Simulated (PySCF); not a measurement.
C2H6BFN2.
Numbering: `[CH2:1]=[C:2]([F:3])[B:4]([NH2:5])[NH2:6]` (hydrogens: H7, H8 on C1; H9, H10 on N5; H11, H12 on N6)

Geometry (GFN2-xTB, Å), atoms numbered from 1 in this order:
```xyz
12
C2H6BFN2 angstrom
C      1.889    0.681   -0.389
C      0.783    0.024   -0.711
F      0.772   -0.567   -1.949
B     -0.539   -0.187    0.124
N     -0.669    0.375    1.402
N     -1.566   -0.945   -0.448
H      1.976    1.173    0.561
H      2.731    0.747   -1.058
H      0.044    0.923    1.843
H     -1.492    0.263    1.966
H     -2.446   -1.136   -0.003
H     -1.482   -1.351   -1.362
```

The closed-shell ground state was solved at several levels (PySCF, density fitting, gas phase, non-relativistic).

| level | basis functions | HOMO (eV) | LUMO (eV) | gap (eV) | dipole (D) |
| --- | --- | --- | --- | --- | --- |
| PBE0/def2-SVPD | 171 | -7.15 | -0.32 | 6.83 | 2.44 |
| PBE0/pcSseg-1 | 132 | -7.01 | -0.09 | 6.92 | 2.59 |

What might B3LYP/pcJ-1 (222 basis functions) give for the same quantities?

HOMO -6.73 eV, LUMO -0.28 eV, gap 6.45 eV, dipole 2.60 D.

Over all these levels, which gives the widest orbital gap and which the narrowest?

PBE0/pcSseg-1 (global hybrid, 25 % exact exchange) has the widest, 6.92 eV, and B3LYP/pcJ-1 (global hybrid, 20 % exact exchange) the narrowest, 6.45 eV. Functional and basis both differ between the two, so the spread mixes both effects.

How far do the dipole and the HOMO energy spread over the levels?

The dipole runs from 2.44 to 2.60 D (mean 2.54 D) and the HOMO from -7.15 to -6.73 eV.
